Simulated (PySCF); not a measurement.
**Computed properties of Sb(H)2(Me) (CH₅Sb), SMILES [SbH2][CH3]**

Sb(H)2(Me) (CH₅Sb), SMILES [CH3][SbH2]. Coordinates come from a PBE0-D3(BJ)/def2-TZVP optimisation. The def2 effective core potentials stand for the cores of Sb; spin–orbit coupling is left out. One conformer was computed; it need not be the lowest. All values are computed for the isolated molecule unless a solvent is named; none is compared with measurement here.

**Structure.** The optimised structure has Cs symmetry. All 15 harmonic modes at PBE0-D3(BJ)/def2-TZVP (PySCF) are real, so it is a minimum.

**Vibrations.** The strongest infrared lines (harmonic, unscaled, degenerate partners summed) lie at 1956 cm⁻¹ (191 km/mol, H 99 %), 1951 cm⁻¹ (164 km/mol, H 99 %), 837 cm⁻¹ (56 km/mol, H 87 %, C 11 %). The softest mode is at 151 cm⁻¹ and the zero-point energy is 31.2 kcal/mol.

**Electronic structure.** r2SCAN/def2-TZVPD (PySCF) places the frontier levels at -6.27 and -0.73 eV, a gap of 5.54 eV, and gives a dipole moment of 0.77 D and a mean polarisability of 59.7 bohr³.

**Excitations.** TDA-ωB97X/def2-SVPD (PySCF) has S1 at 5.94 eV (209 nm, f = 0.127, bright); the most intense of the 10 singlets computed lies at 6.53 eV (f = 0.20). T1 (TDA) is at 4.98 eV, 0.96 eV under S1. No vertical singlet excitation falls in the visible range (under 3.1 eV).
